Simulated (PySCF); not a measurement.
Species: C₄H₆FO₂S (doublet state).
SMILES with atom numbers: `[CH3:1][O:2][CH2:3][C:4](=[S:5])[O:6][CH:7][F:8]` (hydrogens: H9, H10, H11 on C1; H12, H13 on C3; H14 on C7)

Structure used (GFN2-xTB), in Å, numbered top down from 1:
```xyz
14
C4H6FO2S angstrom
C     -2.403    0.696    0.382
O     -1.003    0.620    0.477
C     -0.526   -0.702    0.479
C      0.972   -0.690    0.602
S      1.820   -1.748    1.539
O      1.556    0.247   -0.142
C      2.831    0.476   -0.160
F      3.220    1.445   -0.976
H     -2.653    1.754    0.384
H     -2.886    0.205    1.236
H     -2.766    0.234   -0.544
H     -0.813   -1.214   -0.459
H     -0.939   -1.279    1.318
H      3.588   -0.042    0.402
```

The hyperfine couplings belong to this conformer and change with its torsions.

Theory: PySCF 2.14.0, UKS B3LYP, pcH-1 on C F H O S, non-relativistic, mean-field spin-orbit, GIAO. One conformer (not necessarily the lowest) at the GFN2-xTB geometry, without solvent, vibrations or thermal averaging. Couplings are sensitive to structure, and on GFN2-xTB geometries they can be far from those on DFT ones. Stability of the SCF solution: not tested.

(1) Match the computed a_iso(17O) values +6.6, -6.1 MHz with the sites O2; O6.

(2) Match the computed a_iso(13C) values +86.2, +15.8, -6.2 MHz with the sites C3; C4; C7.

(3) Match the computed a_iso(1H) values -72.3, +10.2, -0.1 MHz (means over equivalent nuclei) with the sites H9/H10/H11; H12/H13; H14.

## Answers

(1) 
```
site  a_iso (MHz)  ρ(0) (bohr⁻³)         position  distance from C7 (Å)  spin population  largest |T| (MHz)
  O2         -6.1        +0.0100  4 bonds from C7                  3.89             0.00                0.9
  O6         +6.6        -0.0106   1 bond from C7                  1.30            -0.03                4.8
```

(2) 
| site | a_iso (MHz) | ρ(0) (bohr⁻³) | position | distance from C7 (Å) | spin population | largest \|T\| (MHz) |
| --- | --- | --- | --- | --- | --- | --- |
| C3 | -6.2 | -0.0055 | 3 bonds from C7 | 3.61 | -0.01 | 0.5 |
| C4 | +15.8 | +0.0140 | 2 bonds from C7 | 2.32 | +0.09 | 24.4 |
| C7 | +86.2 | +0.0767 | largest spin population | 0.00 | +0.76 | 149.5 |

(3) 
| site | a_iso (MHz) | ρ(0) (bohr⁻³) | position | distance from C7 (Å) | bound to | spin population there | largest \|T\| (MHz) |
| --- | --- | --- | --- | --- | --- | --- | --- |
| H9/H10/H11 | -0.1 | 0.0000 | 6 bonds from C7 | 5.72 | C1 | 0.00 | 0.9 |
| H12/H13 | +10.2 | +0.0023 | 4 bonds from C7 | 4.22 | C3 | -0.01 | 2.8 |
| H14 | -72.3 | -0.0162 | α, 1 bond from C7 | 1.08 | C7 | +0.76 | 33.4 |

ρ(0) is the spin density at the nucleus and T the dipolar tensor; a_iso includes a spin–orbit part; entries for several nuclei are means. The Mulliken spin populations are largest on C7 (+0.76), S5 (+0.16) and C4 (+0.09). The angles at C7 add up to 360.0°, so it is planar; its axial dipolar tensor and the negative coupling of its proton fit spin in a p orbital normal to that plane.

Means are taken over nuclei equivalent by connectivity, which assumes that they swap fast. The 1H value of +10.2 MHz is a mean of couplings from 4.2 to 16.2 MHz in this one geometry, not an average over conformers.

Time: 68 s wall (with the writing of density and orbital grids); peak memory 1.1 GiB. Hardware: one thread of an Arm Neoverse V2, shared host with 48 logical CPUs at a one-minute load of 11.
